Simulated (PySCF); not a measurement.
C$_{5}$H$_{15}$Si$_{2}$ (SMILES C[Si](C)[Si](C)(C)C), doublet, geometry from GFN2-xTB. Base run: HF/STO-3G (PySCF).

Here is a job for PySCF.
```python
from pyscf import gto, scf

mol = gto.Mole()
mol.atom = '''
    C     2.17446562   -1.12878097    1.19435852
    Si    1.29762067    0.34614813    0.33938496
    C     2.32409758    0.70124872   -1.24033135
    Si   -0.96432819    0.02672987   -0.03935888
    C    -1.49035723   -1.42290633   -1.19033081
    C    -1.82797218   -0.26401376    1.64094312
    C    -1.68500417    1.62379841   -0.80344824
    H     1.65494284   -1.42099595    2.10192749
    H     2.20108923   -1.99541943    0.53639155
    H     3.19993055   -0.89293156    1.46408418
    H     2.34762321   -0.17234055   -1.88916882
    H     1.89719080    1.52168682   -1.80920501
    H     3.35261542    0.96239990   -1.00817967
    H    -1.14184821   -2.37496139   -0.79866689
    H    -2.56974638   -1.49162789   -1.30457322
    H    -1.06354737   -1.30378371   -2.18274599
    H    -1.62496332    0.54771622    2.33208231
    H    -1.48593050   -1.18303910    2.10650811
    H    -2.90573206   -0.33691061    1.52875878
    H    -1.25315630    1.82398386   -1.77900752
    H    -2.76124254    1.55470751   -0.93134361
    H    -1.48469794    2.48514726   -0.17437394
'''
mol.basis = 'sto-3g'
mol.spin = 1
mol.verbose = 3
mol.build()

mf = scf.UHF(mol)
mf.kernel()
mf.analyze()
```

Each row names what was changed in the base input (with any setting that the change needs).

| change | ΔE vs base (mEh) | fitting functions | dipole (D) |
|---|---|---|---|
| base | 0.000 | - | 0.64 |
| exchange = seminumerical (SGX) (with mf = sgx.sgx_fit(mf, auxbasis='def2-universal-jfit'); with mf.with_df.dfj = True) | -4.243 | 512 | 0.64 |
| auxbasis = def2-universal-jkfit | -1.173 | 901 | 0.64 |
| auxbasis = default (with mf = mf.density_fit()) | -1.173 | 901 | 0.64 |
| auxbasis = autoaux | -4.880 | 639 | 0.63 |
| auxbasis = cc-pvtz-jkfit | -0.109 | 1087 | 0.64 |
| only_dfj = on; auxbasis = def2-universal-jfit | -4.262 | 512 | 0.64 |
| auxbasis = def2-tzvp-ri | 7.110 | 831 | 0.64 |
| auxbasis = even-tempered beta=2.0 | -4.998 | 489 | 0.63 |
| auxbasis = cc-pvtz-ri | 11.196 | 1099 | 0.64 |

A fitting set is made for a task (jfit for Coulomb, jkfit for Coulomb and exchange, ri for correlation) and for a family of orbital bases.

Open shells are given as the SCF converged; they aren't shown to be the lowest states, and a large step between rows can be another state.
